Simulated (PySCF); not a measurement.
Excitations are Tamm–Dancoff values on a coarser integration grid. The basis has no diffuse functions, so Rydberg states are missing or too high.

Cartesian coordinates (Å):
```xyz
14

C     -2.5279     1.2736    -0.0027
C     -1.8173     2.3129    -0.0058
C     -0.5804     2.7703    -0.0069
C      0.6752     2.8628    -0.0074
C      1.8043     2.1812    -0.0065
C      2.6593     1.2571    -0.0046
C      2.8304    -0.0506    -0.0009
C      2.6407    -1.2952     0.0027
C      1.7251    -2.2445     0.0053
C      0.6337    -2.8721     0.0073
C     -0.6793    -2.7481     0.0074
C     -1.8505    -2.2863     0.0067
C     -2.5720    -1.1823     0.0043
C     -2.9414     0.0213     0.0012
```
Charge 0, multiplicity 1.

Q: Give the HOMO, S1 excitation (TDA) and S1 oscillator strength at the level CAM-B3LYP-D3(BJ)/def2-SVP (PySCF).

A: 
| Property | Result |
|---|---|
| HOMO | -8.07 eV |
| S1 excitation (TDA) | 2.90 eV |
| S1 oscillator strength | 0.002 |
